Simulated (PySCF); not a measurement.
Estimate the missing entries of this data sheet.

Species: GeH6S2Si.
Atom-mapped SMILES: `[SiH3:1][S:2][GeH2:3][SH:4]` (hydrogens: H5, H6, H7 on Si1; H8, H9 on Ge3; H10 on S4)

Conformer (atom-mapped SMILES and torsion angles): `[SiH3:1][S:2][GeH2:3][SH:4]`: Si1–S2–Ge3–S4 46°, H–S4–Ge3–S2 57°.

```tsv
property	level	value
point group	PBE0-D3(BJ)/def2-SVP	?
rotational constants A, B, C	PBE0-D3(BJ)/def2-SVP	2.795, 1.449, 1.049 GHz
dipole moment	CAM-B3LYP/def2-SVPD	0.35 D
HOMO energy	CAM-B3LYP/def2-SVPD	-8.67 eV
LUMO energy	CAM-B3LYP/def2-SVPD	?
lowest singlet excitation	TDDFT CAM-B3LYP/def2-SVPD	?
strongest line among the 10 lowest singlet transitions	TDDFT CAM-B3LYP/def2-SVPD	?
lowest triplet excitation (Tamm–Dancoff)	TDA CAM-B3LYP/def2-SVPD	5.06 eV
static isotropic polarisability	CAM-B3LYP/def2-SVPD	101.3 au
vertical ionisation energy	ΔSCF CAM-B3LYP/def2-SVPD	?
electronic spatial extent ⟨r²⟩ about the centre of nuclear charge	CAM-B3LYP/def2-SVPD	1099 bohr²
1H chemical shifts (computed TMS as zero) by class	GIAO PBE0/pcSseg-1	?
isotropic shieldings of nuclei other than C and H, by class	GIAO PBE0/pcSseg-1	?
```

Electronic properties: PySCF, gas phase, density fitting. Geometry: PBE0-D3(BJ)/def2-SVP, one conformer, isolated molecule. The calculation is non-relativistic and has no spin–orbit coupling, an omission that weighs most on germanium. Atoms bound to Ge lack the heavy atom's spin–orbit term in their shielding, so their NMR values are less reliable. NMR classes are plain means over equivalent atoms (diastereotopic ones count apart unless rotation or inversion swaps them), as if these changed places fast; in this geometry the members of some classes differ.

Problem. What is the strongest line among the 10 lowest singlet transitions?

Solution. S10 at 7.36 eV (168 nm, f = 0.128).

Problem. What is the vertical ionisation energy?

Solution. 9.39 eV.

Problem. Give the point group.

Solution. C1.

Problem. The 1H chemical shifts (computed TMS as zero) by class?

Solution. 5.51 (H8/H9), 4.66 (H5/H6/H7), 0.57 (H10) ppm.

Problem. The lowest singlet excitation?

Solution. 5.53 eV (224 nm, f = 0.020).

Problem. What are the isotropic shieldings of nuclei other than C and H, by class?

Solution. 401 (Si1), 693 (S4), 769 (S2), 1350 (Ge3) ppm.

Problem. What is the LUMO energy?

Solution. 0.17 eV.

With B = h/(8π²I), that is 505.379 GHz u Å² over I, the principal moments of inertia are 180.8, 348.8 and 481.7 u Å² (most abundant isotopes). The largest Löwdin shares of the HOMO are 0.57 on S2, 0.22 on S4, 0.07 on Si1 and 0.06 on Ge3. In wavenumbers S1 is 44600 cm⁻¹ (1 eV = 8065.54 cm⁻¹).
